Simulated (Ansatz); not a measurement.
Se3⁺. The state is a doublet with charge 1. Geometry relaxed at r2SCAN-D4/def2-TZVP.

```xyz
3

Se   -1.277   -0.279    0.447
Se    0.651    0.946    0.586
Se    0.625   -0.668   -1.033
```

The relaxation made no stability test and no search for a lower SCF solution. The structure comes from a short search, and lower isomers may exist.

Estimate the harmonic wavenumbers at UKS r2SCAN-D4/def2-TZVP (Ansatz, unscaled). Is this a minimum?

201, 243, 370 cm⁻¹. Yes, no mode is imaginary beyond noise. Zero-point energy 4.9 kJ/mol. It took 43 s on 4 threads of Arm Neoverse V1 on a shared host.
